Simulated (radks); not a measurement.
The numbers below are computed, except where a source is named.
Excited configurations of Os III: one electron is placed in a higher orbital outside [Xe] 4f14 5d5. The ground configuration is [Xe] 4f14 5d6. Level of theory: scalar-relativistic Kohn-Sham, PBE, spin-unpolarised, spherical densities, finite nucleus; Fermi nuclear charge, rms radius 5.4126 fm (a radial shooting solver on a logarithmic mesh with Libxc functionals). Excitation = E - E(ground); binding = E(ion) - E, where the ion is the core of charge +3; n* = 3/sqrt(2 binding) in atomic units, and the quantum defect is n - n*.

| outer orbital | excitation (eV) | binding (eV) | n* | quantum defect | eigenvalue (eV) | <r> (bohr) |
|---|---|---|---|---|---|---|
| 5f | 20.614 | 8.234 | 3.856 | 1.144 | -6.362 | 5.293 |
| 6s | 2.659 | 26.189 | 2.162 | 3.838 | -22.047 | 2.572 |
| 6d | 17.854 | 10.994 | 3.337 | 2.663 | -8.982 | 4.803 |
| 6f | 23.281 | 5.566 | 4.690 | 1.310 | -4.566 | 9.184 |
| 7s | 16.934 | 11.914 | 3.206 | 3.794 | -10.195 | 5.327 |
| 7p | 19.272 | 9.575 | 3.576 | 3.424 | -8.162 | 6.332 |
| 7f | 24.944 | 3.903 | 5.601 | 1.399 | -3.303 | 14.11 |

Estimate the row for 7d.

Answer. excitation (eV) 22.198; binding (eV) 6.649; n* 4.291; quantum defect 2.709; eigenvalue (eV) -5.606; <r> (bohr) 8.585. The Delta-SCF ionisation energy is 28.848 eV (NIST Atomic Spectra Database: 25 eV, theoretical). Self-interaction in the functional shifts the binding energies and quantum defects, so they are the method's values and not measured ones. Spin polarisation and multiplet splitting are left out, so open shells lie too high by an amount that depends on their filling. Spin-orbit splitting is averaged out at the scalar-relativistic level.

Beside tabulated values, note that spin-unpolarised runs miss the spin-polarisation part of the exchange energy of open shells.
